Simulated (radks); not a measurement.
Results of a calculation; reference values are marked as such.
Question: Species: Tb. Configuration: [Xe] 4f9 6s2. Level of theory: Dirac Kohn-Sham, PBE, spin-unpolarised, spherical densities, finite nucleus; open shells are shared between the two j in proportion to 2j + 1; Fermi nuclear charge, rms radius 5.06 fm (a radial shooting solver on a logarithmic mesh with Libxc functionals). Some entries of the table are withheld. Estimate them.

| orbital | occ. | eigenvalue (hartree) | <1/r> (bohr^-1) |
|---|---|---|---|
| 1s1/2 | 2 | (1) | (2) |
| 2s1/2 | 2 | -315.3757 | 17.47 |
| 2p1/2 | 2 | -299.7223 | (3) |
| 2p3/2 | 4 | -272.2862 | (4) |
| 3s1/2 | 2 | -69.94766 | 6.377 |
| 3p1/2 | 2 | -63.13653 | 6.293 |
| 3p3/2 | 4 | -57.47257 | 5.760 |
| 3d3/2 | 4 | -45.73263 | 5.640 |
| 3d5/2 | 6 | -44.49691 | 5.508 |
| 4s1/2 | 2 | -13.85295 | 2.664 |
| 4p1/2 | 2 | -11.18352 | 2.556 |
| 4p3/2 | 4 | -9.92277 | 2.374 |
| 4d3/2 | 4 | -5.52621 | 2.154 |
| 4d5/2 | 6 | -5.29848 | 2.108 |
| 5s1/2 | 2 | -1.74169 | 1.003 |
| 5p1/2 | 2 | -1.02599 | 0.8778 |
| 5p3/2 | 4 | -0.86549 | 0.8121 |
| 6s1/2 | 2 | -0.13618 | 0.3010 |
| 4f5/2 | 3.85714 | -0.12750 | 1.518 |
| 4f7/2 | 5.14286 | -0.09869 | 1.493 |
| 5d3/2 | 0 | -0.05213 | 0.4121 |
| 6p1/2 | 0 | -0.04854 | 0.2185 |
| 5d5/2 | 0 | -0.04528 | 0.3923 |
| 6p3/2 | 0 | -0.04096 | 0.2041 |

Answer: 
(1) 1s1/2 eigenvalue (hartree): -1903.449
(2) 1s1/2 <1/r> (bohr^-1): 73.09
(3) 2p1/2 <1/r> (bohr^-1): 17.45
(4) 2p3/2 <1/r> (bohr^-1): 15.35
